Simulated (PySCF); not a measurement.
# [Fe(H2O)6]2+: multiplets, ligand field and magnetism

[Fe(H2O)6]2+ holds Fe(II), d6, at total charge +2. The structure is a PBE0-D3(BJ)/def2-SVP, IEF-PCM water geometry optimised for multiplicity 5; coordination octahedral, point group C1, metal–donor distances 2.11–2.13 Å.

```
19

Fe    0.000    0.000    0.000
O    -0.029    2.126   -0.004
H     0.656    2.644    0.442
H    -0.222    2.604   -0.823
O    -0.026   -2.106    0.024
H     0.478   -2.676    0.619
H    -0.444   -2.685   -0.627
O     0.029   -0.019    2.129
H     0.917   -0.101    2.509
H    -0.504   -0.687    2.584
O    -0.015    0.009   -2.134
H     0.556    0.632   -2.607
H    -0.898    0.132   -2.512
O     2.108    0.005    0.003
H     2.614    0.812   -0.169
H     2.624   -0.719   -0.380
O    -2.108    0.007   -0.041
H    -2.611    0.733    0.353
H    -2.602   -0.799    0.163
```

Method (PySCF 2.14, density fitting): CASSCF(6,5) with orbitals averaged over all microstates of the shell, strongly contracted NEVPT2 on the averaged canonical orbitals; basis x2c-TZVPall on the metal, x2c-SVPall elsewhere; spin-free X2C; IEF-PCM water; spin-orbit coupling by state interaction with the mean-field operator over all roots.

Spin-free states:

| 2S+1 | deg. | cubic parent | free-ion term | CASSCF / cm⁻¹ | NEVPT2 / cm⁻¹ | f(ED) | occupations |
| --- | --- | --- | --- | --- | --- | --- | --- |
| 5 | 1 | 5T2g 1.00 | 5D 1.00 | 0 | 0 | – | 2.0 1.0 1.0 1.0 1.0 |
| 5 | 1 | 5T2g 1.00 | 5D 1.00 | 904 | 1141 | 8.1e-10 | 1.0 2.0 1.0 1.0 1.0 |
| 5 | 1 | 5T2g 1.00 | 5D 1.00 | 1204 | 1530 | 3.6e-10 | 1.0 1.0 2.0 1.0 1.0 |
| 5 | 1 | 5Eg 1.00 | 5D 1.00 | 8661 | 10444 | 4.2e-08 | 1.0 1.0 1.0 2.0 1.0 |
| 5 | 1 | 5Eg 1.00 | 5D 1.00 | 8920 | 10741 | 3.2e-09 | 1.0 1.0 1.0 1.0 2.0 |
| 3 | 1 | 3T1g 0.99 | 3H 0.55 | 16928 | 13564 | – | 1.9 1.8 1.2 0.9 0.2 |
| 3 | 1 | 3T1g 0.99 | 3H 0.55 | 17239 | 13985 | – | 1.8 1.3 1.8 0.4 0.7 |
| 3 | 1 | 3T1g 0.99 | 3H 0.56 | 17565 | 14401 | – | 1.4 1.8 1.8 0.4 0.7 |
| 1 | 1 | 1A1g 1.00 | 1G 0.51 | 21237 | 16142 | – | 1.9 1.9 1.9 0.1 0.1 |
| 3 | 1 | 3T2g 0.99 | 3H 0.67 | 20309 | 18000 | – | 1.9 1.4 1.2 0.7 0.8 |
| 3 | 1 | 3T2g 0.99 | 3H 0.65 | 20509 | 18190 | – | 1.4 1.7 1.5 0.9 0.6 |
| 3 | 1 | 3T2g 0.99 | 3H 0.65 | 20961 | 18814 | – | 1.2 1.4 1.9 0.6 0.9 |
| 3 | 1 | 3T1g 0.99 | 3H 0.66 | 23052 | 21488 | – | 1.8 1.1 1.1 1.1 0.9 |
| 3 | 1 | 3T1g 0.98 | 3H 0.67 | 23432 | 21970 | – | 1.3 1.6 1.1 1.1 0.9 |
| 3 | 1 | 3T1g 0.99 | 3H 0.68 | 23833 | 22490 | – | 1.1 1.2 1.6 0.8 1.2 |

Only the lowest 15 spin-free levels are listed. Energies are counted from the ground state at NEVPT2 level. Weights follow the labels. f(ED) is the electric-dipole oscillator strength from the ground state at the fixed geometry, without vibronic coupling; occupations, where given, run over the ligand-field orbitals from the lowest.

## Magnetism

The ground multiplet follows a spin Hamiltonian with S = 2, g = 2.001, 2.141, 2.200, D = 10.58 cm⁻¹, E/|D| = 0.21 (spin-orbit part alone); the lowest levels hold 98 % of the spin-free ground state. μeff is 5.27 μB at 300 K and 4.77 μB at 10 K; the spin-only value is 4.90 μB.

```tsv
T / K	χT / cm³ K mol⁻¹	μeff / μB	χT along axes a, b, c
2	1.318	3.25	0.02 0.60 3.34
5	2.313	4.30	0.17 1.29 5.48
10	2.845	4.77	0.47 2.08 5.98
20	3.182	5.04	0.95 2.92 5.67
30	3.300	5.14	1.36 3.26 5.28
50	3.375	5.20	1.88 3.47 4.78
75	3.401	5.21	2.21 3.53 4.46
100	3.412	5.22	2.40 3.54 4.29
150	3.426	5.23	2.60 3.56 4.12
200	3.440	5.25	2.71 3.57 4.04
250	3.454	5.26	2.78 3.58 4.01
300	3.469	5.27	2.83 3.59 3.99
```

Axes in the frame of the coordinates: a = (0.62, 0.42, 0.66); b = (0.29, -0.91, 0.31); c = (-0.73, 0.00, 0.68).

Powder magnetisation at 2 K: 0.57 μB at 0.5 T, 1.06 μB at 1 T, 1.72 μB at 2 T, 2.11 μB at 3 T, 2.56 μB at 5 T, 2.84 μB at 7 T.

## Ligand-field fit

| cm⁻¹ | CASSCF |
| --- | --- |
| 10Dq | 7626 |
| B | 1146 |
| B, free ion | 1182 |
| C | 4247 |
| C, free ion | 4364 |
| rms of the fit | 111 |

```tsv
orbital	CASSCF / cm⁻¹	metal share	main function
1	0	0.99	xy 0.57
2	827	0.99	xz 0.78
3	1091	0.99	yz 0.64
4	8138	0.95	z2 0.69
5	8394	0.95	x2-y2 0.69
```

ζ = 406 cm⁻¹, against 412 for the free ion.

NEVPT2 lifts 5Eg-like from 8661 to 10444 cm⁻¹; on the d shell alone it tends to overshoot states that fill the eg-type orbitals. Gaps between spin states lean to high spin in this active space.

The job took 33 s on one thread of Arm Neoverse V1 (shared host), with 192 basis functions and a peak of 0.82 GiB, launched as `OMP_NUM_THREADS=1 python lf_run.py task.json out`.
